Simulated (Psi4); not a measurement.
HO₃S (SMILES O=S(=O)=[OH+]), charge +1, singlet, at a GFN2-xTB geometry; Psi4 with PBE0/6-311++G**.

Psi4 was given this input:
```
memory 2 GB

molecule {
1 1
  O    -0.61319824    1.18992875   -0.52105989
  S    -0.12090200   -0.00478382   -0.00062349
  O    -0.79725414   -1.12276981    0.46133612
  O     1.39317081   -0.12325721    0.08327097
  H     2.07268455    0.52532719   -0.17840183
}

set basis 6-311++g**
set puream false

energy('pbe0')
print_variables()
```

Output, abridged:

```
   => Loading Basis Set <=

    Name: 6-311++G**
    Role: ORBITAL
    Keyword: BASIS

         ---------------------------------------------------------
                                   SCF
               by Justin Turney, Rob Parrish, Andy Simmonett
                          and Daniel G. A. Smith
                              RKS Reference
         ---------------------------------------------------------

  ==> Geometry <==

    Molecular point group: c1
    Full point group: C1

    Geometry (in Angstrom), charge = 1, multiplicity = 1:

       Center              X                  Y                   Z               Mass
    ------------   -----------------  -----------------  -----------------  -----------------
         O            1.305727092560     0.587962197361    -0.000000001819    15.994914619570
         S            0.002618263785     0.095564858165    -0.000000001819    31.972071174400
         O           -1.206973174982     0.772055895544    -0.000000001819    15.994914619570
         O           -0.139271039930    -1.418818885814     0.000000006810    15.994914619570
         H            0.559974775902    -2.098472172479     0.000000007394     1.007825032230

  Running in c1 symmetry.

  Rotational constants: A =      0.33158  B =      0.32202  C =      0.16337 [cm^-1]
  Rotational constants: A =   9940.41168  B =   9654.04217  C =   4897.56715 [MHz]
  Nuclear repulsion =  193.919939870889493

  Charge       = 1
  Multiplicity = 1
  Electrons    = 40
  Nalpha       = 20
  Nbeta        = 20

  ==> Algorithm <==

  SCF Algorithm Type is DF.
  DIIS enabled.
  MOM disabled.
  Fractional occupation disabled.
  Guess Type is SAD.
  Energy threshold   = 1.00e-06
  Density threshold  = 1.00e-06
  Integral threshold = 1.00e-12

  ==> Primary Basis <==

  Basis Set: 6-311++G**
    Blend: 6-311++G**
    Number of shells: 49
    Number of basis functions: 107
    Number of Cartesian functions: 107
    Spherical Harmonics?: false
    Max angular momentum: 2

  ==> DFT Potential <==

   => LibXC <=

    Version 7.1.2
    S. Lehtola, C. Steigemann, M. J. T. Oliveira, and M. A. L. Marques,  SoftwareX 7, 1–5 (2018) (10.1016/j.softx.2017.11.002)

   => Composite Functional: PBE0 <=

    PBE0 Hyb-GGA Exchange-Correlation Functional

    C. Adamo and V. Barone,  J. Chem. Phys. 110, 6158 (1999) (10.1063/1.478522)
    M. Ernzerhof and G. E. Scuseria,  J. Chem. Phys. 110, 5029 (1999) (10.1063/1.478401)

    Deriv               =              1
    GGA                 =           TRUE
    Meta                =          FALSE

    Exchange Hybrid     =           TRUE
    MP2 Hybrid          =          FALSE

   => Exchange Functionals <=

    0.7500   Perdew, Burke & Ernzerhof

   => Exact (HF) Exchange <=

    0.2500               HF

   => Correlation Functionals <=

    1.0000   Perdew, Burke & Ernzerhof

   => LibXC Density Thresholds  <==

    XC_HYB_GGA_XC_PBEH:  1.00E-15

   => Molecular Quadrature <=

    Radial Scheme          =       TREUTLER
    Pruning Scheme         =           NONE
    Nuclear Scheme         =       TREUTLER

    Blocking Scheme        =         OCTREE
    BS radius alpha        =              1
    Pruning alpha          =              1
    Radial Points          =             75
    Spherical Points       =            302
    Total Points           =         109831
    Total Blocks           =            893
    Max Points             =            255
    Max Functions          =            107
    Weights Tolerance      =       1.00E-15

   => Loading Basis Set <=

    Name: (6-311++G** AUX)
    Role: JKFIT
    Keyword: DF_BASIS_SCF

  ==> Integral Setup <==

  SCF_SUBTYPE=INCORE selected. In-core MEM_DF algorithm will be used.
  Using in-core AOs.

  ==> MemDFJK: Density-Fitted J/K Matrices <==

    J tasked:                   Yes
    K tasked:                   Yes
    wK tasked:                   No
    Algorithm:                 Core
    Schwarz Cutoff:           1E-12
    Mask sparsity (%):       1.2927
    Fitting Condition:        1E-10

   => Auxiliary Basis Set <=

  Basis Set: (6-311++G** AUX)
    Blend: AUG-CC-PVTZ-JKFIT
    Number of shells: 146
    Number of basis functions: 628
    Number of Cartesian functions: 628
    Spherical Harmonics?: false
    Max angular momentum: 4

  Minimum eigenvalue in the overlap matrix is 2.7802143187E-04.
  Reciprocal condition number of the overlap matrix is 3.1232702202E-05.
    Using symmetric orthogonalization.

  ==> Pre-Iterations <==

  SCF Guess: Superposition of Atomic Densities via on-the-fly atomic UHF (no occupation information).

   -------------------------
    Irrep   Nso     Nmo
   -------------------------
     A        107     107
   -------------------------
    Total     107     107
   -------------------------

  ==> Iterations <==

                           Total Energy        Delta E     RMS |[F,P]|

   @DF-RKS iter SAD:  -624.46783932782932   -6.24468e+02   0.00000e+00
   @DF-RKS iter   1:  -623.40774614990914    1.06009e+00   8.65302e-03 ADIIS/DIIS
   @DF-RKS iter   2:  -622.84062645192330    5.67120e-01   1.47319e-02 ADIIS/DIIS
   @DF-RKS iter   3:  -623.68841484270877   -8.47788e-01   1.94911e-03 ADIIS/DIIS
   @DF-RKS iter   4:  -623.69565270823557   -7.23787e-03   1.35334e-03 ADIIS/DIIS
   @DF-RKS iter   5:  -623.70293415075400   -7.28144e-03   1.38305e-04 ADIIS/DIIS
   @DF-RKS iter   6:  -623.70291543019061    1.87206e-05   1.48880e-04 ADIIS/DIIS
   @DF-RKS iter   7:  -623.70300823879381   -9.28086e-05   1.52133e-05 DIIS
   @DF-RKS iter   8:  -623.70300924869275   -1.00990e-06   1.55880e-06 DIIS
   @DF-RKS iter   9:  -623.70300926740265   -1.87099e-08   2.70372e-07 DIIS
  Energy and wave function converged.

  ==> Post-Iterations <==

   Electrons on quadrature grid:
      Ntotal   =   40.0000084092 ; deviation = 8.409e-06

    Orbital Energies [Eh]
    ---------------------

    Doubly Occupied:

       1A    -89.580077     2A    -19.605290     3A    -19.574487
       4A    -19.570033     5A     -8.545123     6A     -6.481501
       7A     -6.480667     8A     -6.479352     9A     -1.548882
      10A     -1.429736    11A     -1.420889    12A     -1.035440
      13A     -0.873369    14A     -0.854539    15A     -0.823406
      16A     -0.762448    17A     -0.720140    18A     -0.710565
      19A     -0.688778    20A     -0.661221

    Virtual:

      21A     -0.368483    22A     -0.364813    23A     -0.200115
      24A     -0.149909    25A     -0.116608    26A     -0.113342
      27A     -0.103583    28A     -0.081443    29A     -0.064473
      30A     -0.014666    31A     -0.013634    32A     -0.003735
      33A      0.002293    34A      0.013667    35A      0.049579
      36A      0.069661    37A      0.091289    38A      0.094407
      39A      0.110988    40A      0.113428    41A      0.122288
      42A      0.139605    43A      0.159183    44A      0.209012
      45A      0.255759    46A      0.315224    47A      0.334596
      48A      0.381169    49A      0.386568    50A      0.633820
      51A      0.658097    52A      0.710278    53A      0.761137
      54A      0.793036    55A      0.800095    56A      0.852780
      57A      0.865130    58A      0.872043    59A      0.897750
      60A      0.902674    61A      0.944919    62A      1.083713
      63A      1.099551    64A      1.134262    65A      1.175689
      66A      1.298127    67A      1.315707    68A      1.524795
      69A      1.557754    70A      1.746530    71A      2.239350
      72A      2.457906    73A      2.471817    74A      2.477518
      75A      2.500937    76A      2.510316    77A      2.523160
      78A      2.609285    79A      2.698138    80A      2.758654
      81A      2.763735    82A      2.811959    83A      2.907593
      84A      3.259910    85A      3.311927    86A      3.379646
      87A      3.502555    88A      4.618174    89A      4.645770
      90A      4.672127    91A      4.702273    92A      4.708004
      93A      4.724579    94A      4.939760    95A      5.042277
      96A      5.178571    97A      5.817611    98A      5.958956
      99A      5.990982   100A     12.496752   101A     16.869507
     102A     17.135818   103A     17.408174   104A     54.965304
     105A     55.082871   106A     55.089438   107A    195.947961

    Final Occupation by Irrep:
              A
    DOCC [    20 ]
    NA   [    20 ]
    NB   [    20 ]

  @DF-RKS Final Energy:  -623.70300926740265

   => Energetics <=

    Nuclear Repulsion Energy =            193.9199398708894932
    One-Electron Energy =               -1232.0124659414784674
    Two-Electron Energy =                 453.1751181778136583
    DFT Exchange-Correlation Energy =     -38.7856013746273049
    Empirical Dispersion Energy =           0.0000000000000000
    VV10 Nonlocal Energy =                  0.0000000000000000
    Total Energy =                       -623.7030092674026491

Computation Completed

Properties will be evaluated at   0.000000,   0.000000,   0.000000 [a0]

Properties computed using the SCF density matrix

 Multipole Moments:

 ------------------------------------------------------------------------------------
     Multipole            Electronic (a.u.)      Nuclear  (a.u.)        Total (a.u.)
 ------------------------------------------------------------------------------------

 L = 1.  Multiply by 2.5417464519 to convert [e a0] to [Debye]
 Dipole X            :          0.0007235            0.5248337            0.5255572
 Dipole Y            :          0.6432273           -1.9650143           -1.3217870
 Dipole Z            :         -0.0000000            0.0000000            0.0000000
 Magnitude           :                                                    1.4224385

 ------------------------------------------------------------------------------------

  Variable Map:
  ----------------------------------------------------------------------------
  "CURRENT ENERGY"              =>    -623.703009267403
  "CURRENT REFERENCE ENERGY"    =>    -623.703009267403
  "DD SOLVATION ENERGY"         =>       0.000000000000
  "DFT FUNCTIONAL TOTAL ENERGY" =>    -623.703009267403
  "DFT TOTAL ENERGY"            =>    -623.703009267403
  "DFT VV10 ENERGY"             =>       0.000000000000
  "DFT XC ENERGY"               =>     -38.785601374627
  "GRID ELECTRONS ALPHA"        =>      20.000004204622
  "GRID ELECTRONS BETA"         =>      20.000004204622
  "GRID ELECTRONS TOTAL"        =>      40.000008409244
  "NUCLEAR REPULSION ENERGY"    =>     193.919939870889
  "ONE-ELECTRON ENERGY"         =>   -1232.012465941478
  "PCM POLARIZATION ENERGY"     =>       0.000000000000
  "PE ENERGY"                   =>       0.000000000000
  "SCF ITERATION ENERGY"        =>    -623.703009267403
  "SCF ITERATIONS"              =>       9.000000000000
  "SCF TOTAL ENERGY"            =>    -623.703009267403
  "TWO-ELECTRON ENERGY"         =>     453.175118177814
  "XC GRID RADIAL POINTS"       =>      75.000000000000
  "XC GRID SPHERICAL POINTS"    =>     302.000000000000
  "XC GRID TOTAL POINTS"        =>  109831.000000000000

  Array Variable Map:
  ----------------------------------------------------------------------------
  "CURRENT DIPOLE"              =>       0.525557209756 ... 0.000000000176 1 by 3
  "SCF DIPOLE"                  =>       0.525557209756 ... 0.000000000176 1 by 3
  "SCF TOTAL ENERGIES"          =>    -624.467839327829 ... -623.703009267403 1 by 10
```
